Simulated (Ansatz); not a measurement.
CH6GeS⁺, that is Ge(SMe)H3 with one electron fewer. Total charge 1; doublet. Geometry PBE-D4/def2-SVP, that of the neutral singlet; atoms count from 1.

```xyz
9

Ge    1.5348    0.1441    0.1002
S    -0.2001    0.3593   -1.2964
C    -1.5599   -0.1273   -0.1632
H    -1.4419   -1.1695    0.1945
H    -2.4949   -0.0593   -0.7515
H    -1.6375    0.5582    0.7041
H     1.3901    1.1159    1.3056
H     2.7929    0.4913   -0.7312
H     1.6165   -1.3128    0.6380
```

Question: Estimate the Mulliken populations from the PBE0/def2-TZVP orbitals of Ansatz.

Answer: 
```csv
atom,charge (e),spin (α − β)
Ge1,0.03,-0.04
S2,0.27,0.92
C3,-0.38,-0.03
H4,0.22,0.03
H5,0.22,0.00
H6,0.22,0.03
H7,0.14,0.05
H8,0.14,0.00
H9,0.13,0.04
```
Mulliken values depend strongly on the basis.

Question: Where does the spin sit?

Answer: Summed by element: Ge -0.04, S 0.92, C -0.03, H 0.15, of 1 unpaired in all. Largest on single atoms: S2 0.92, H7 0.05, H9 0.04.

Question: And the Mayer bond orders between heavy atoms (over 0.3)?

Answer: Ge1–S2 0.86 (2.24 Å); S2–C3 1.01 (1.84 Å).
